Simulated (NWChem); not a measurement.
## Basis-set convergence for AgCl

```xyz
2

Ag     0.0000     0.0000    -0.6112
Cl     0.0000     0.0000     1.6897
```
Charge 0, spin multiplicity 1.

Program: NWChem. Structure: optimised with PBE/def2-SVP with def2 effective core potentials on Ag, a minimum by its harmonic frequencies.

Quantity: vertical ionisation energy at the level ΔPBE (Δ: difference of total energies, the cation a doublet at the parent's geometry with its hole in an orbital of symmetry b2 (C2v labels); it is the state that the SCF runs reached, from PBE0 orbitals for Hartree-Fock references, and need not be the lowest).

Effective core potentials replace the inner electrons of Ag; spin-orbit coupling is left out. The structure started from a generated list of species. No SCF solution was tested for a lower state.

Costs are rough ratios of processor time within this set of runs, SCF included, with def2-SVP as 1.

Task: In def2-QZVP the value is 10.05 eV. Among def2-SVP, def2-SVPD, def2-TZVP, def2-TZVPD, def2-TZVPP, which is the smallest basis within 0.1 eV of it?

Result: def2-SVP, with 49 functions against 142 and about 20 % of the time (also within reach: def2-SVPD, def2-TZVP, def2-TZVPD, def2-TZVPP). def2-QZVP isn't the basis-set limit itself, and a small set can land close by cancellation.

| basis | functions | vertical ionisation energy (eV) | relative cost |
|---|---|---|---|
| def2-SVP | 49 | 9.99 | 1 |
| def2-SVPD | 61 | 10.14 | under 3 |
| def2-TZVP | 77 | 10.03 | under 3 |
| def2-TZVPD | 86 | 10.05 | under 3 |
| def2-TZVPP | 98 | 10.04 | under 3 |
| def2-QZVP | 142 | 10.05 | 4 |
